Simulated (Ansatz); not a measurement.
`C[SiH](F)BS` + `C[SiH2]N` → `N[SiH2]CBS` + `C[SiH2]F`  (formal exchange of groups at a B–Si bond)

Calculated with Ansatz (gas phase, PBE0-D4/def2-TZVP geometries, no zero-point term in ΔE). CCSD(T)/CBS is the MP2 limit (def2-TZVPP, def2-QZVPP) plus CCSD(T) − MP2 in def2-TZVPP, frozen cores. DFT in def2-TZVPP. Each species was taken in one conformer, which may not be the lowest.

```json
{"level": "r2SCAN-D4", "ΔE (kcal/mol)": "-9.5"}
{"level": "ωB97X-V", "ΔE (kcal/mol)": "-9.4"}
{"level": "HF/def2-TZVPP", "ΔE (kcal/mol)": "-9.8"}
{"level": "CCSD(T)/def2-TZVPP", "ΔE (kcal/mol)": "-9.8"}
```

Task: What does CCSD(T)/CBS give? (Best estimate.)

Result: Ansatz gave: -9.6 kcal/mol. The listed levels differ from it by 0.1, 0.2, -0.2, -0.2 kcal/mol.

Largest T1 diagnostic among the species: 0.014.

The D4 term adds −1.1 kcal/mol with B3LYP and −0.6 kcal/mol with PBE0; it sums over pairs of atoms, weighted by their polarisabilities, and B3LYP, whose exchange is more repulsive, gets the larger term. From PBE to PBE0 (25 % exact exchange), in def2-TZVPP and without D4, ΔE moves by −0.9 kcal/mol.

B3LYP here is the variant with VWN-RPA as its local correlation; programs differ in this.
